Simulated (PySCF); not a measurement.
# r²SCAN beside CCSD(T) along the chalcogens: bonds to Si

r²SCAN and CCSD(T) in PySCF with x2c-SVPall on every atom, spin-free X2C, for the lowest determinant that a PBE0 search found; no spin–orbit coupling.

```tsv
molecule	state (unpaired electrons)	r²SCAN Re (Å)	r²SCAN ωe (cm⁻¹)	r²SCAN De (eV)	CCSD(T) Re (Å)	CCSD(T) ωe (cm⁻¹)	CCSD(T) De (eV)
SiO	singlet (closed shell)	1.530	1230	7.85	1.537	1205	7.38
SiS	singlet (closed shell)	1.947	752	6.21	1.951	748	5.67
SiSe	singlet (closed shell)	2.071	585	5.59	?	?	?
SiTe	singlet (closed shell)	2.283	491	4.67	2.298	479	4.28
```

(1) Estimate the CCSD(T) values of SiSe by adding the mean shift from r²SCAN to CCSD(T) of the other rows, and compare with the calculation.

(2) What are the mean differences of r²SCAN from CCSD(T) over the whole series?

In a basis of this size CCSD(T) is itself not converged; it tends to give bonds that are too long and too weak.

Correlated steps freeze the inner cores (6 to 23 orbitals); shallow outer-core shells are correlated. Correlated levels converge slowly with the basis: in double zeta they bind strong bonds too weakly, by up to about 1 eV, and carry superposition errors of some tenths. These are scalar-relativistic numbers at best; spin–orbit coupling would shift them, the dissociation energy most. Where the molecule has an RHF reference, its open-shell atoms are computed with UHF. The CCSD T1 diagnostic is raised in SiO, SiS, SiTe, a sign that a single reference may not be enough there.

Answers

(1) The mean shifts are +0.9 pm, -14 cm⁻¹ and -0.47 eV, which give 2.080 Å, 571 cm⁻¹ and 5.12 eV. CCSD(T)/x2c-SVPall gives Re = 2.080 Å, ωe = 576 cm⁻¹, De = 5.10 eV.

(2) Re -0.9 pm, ωe +12 cm⁻¹, De +0.47 eV.
